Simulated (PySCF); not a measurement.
Sound and unsound settings

Molecule: `C#C[P@@](=O)(O)C(C)C`, C₅H₉O₂P; geometry GFN2-xTB.

Bonds (- single, = double, # triple, : aromatic): C1#C2, C2-P3, P3=O4, P3-O5, P3-C6, C6-C7, C6-C8. C1 carries H9; O5 carries H10; C6 carries H11; C7 carries H12, H13, H14; C8 carries H15, H16, H17. Stereochemistry as in C#C[P@@](=O)(O)C(C)C.

All runs: PySCF 2.14, non-relativistic, gas phase unless a solvent (IEF-PCM) is named; grid level 2, GIAOs and SCF threshold 1e-9 unless changed. The yardstick, PBE0/pcSseg-1, gives these isotropic shieldings σ (ppm, equivalent atoms averaged): C1 92.6, C6 149.4, P3 302.1, O5 229.2, H11 29.91, H15/H16/H17 30.42, H12/H13/H14 30.44.

(1) What do these inputs give? (1) OLYP/3-21G; damp 2.0; max_cycle 53; charge 4; altered: charge 4; (2) PBE0/pcSseg-1; aux def2-qzvpp-jkfit; level_shift 0.1

(2) Comment on the technical settings and failures.

## Answers

(1) 
```
run        outcome  functions  wall time    C1     C6     P3     O5    H11  H15/H16/H17  H12/H13/H14
  1  not converged         94       44 s     –      –      –      –      –            –            –
  2      converged        188       44 s  92.6  149.5  302.2  229.2  29.91        30.43        30.43
```

Times are on 1 thread of an Arm Neoverse V1, shared host.

(2) 
- Run 1: Charge 4 and multiplicity 1 describe another species than the intended molecule, on its geometry. The SCF stopped after 53 cycles without meeting its threshold and the cycle limit at 53, so no response property followed.
- Run 2: The level shift changes the path of the SCF (11 cycles), not the solution, provided the same state is reached. The other auxiliary basis adds little: it changes only the density-fitting error.

Run 1 was set up unsoundly or failed; its numbers aren't to be quoted as properties of the molecule.
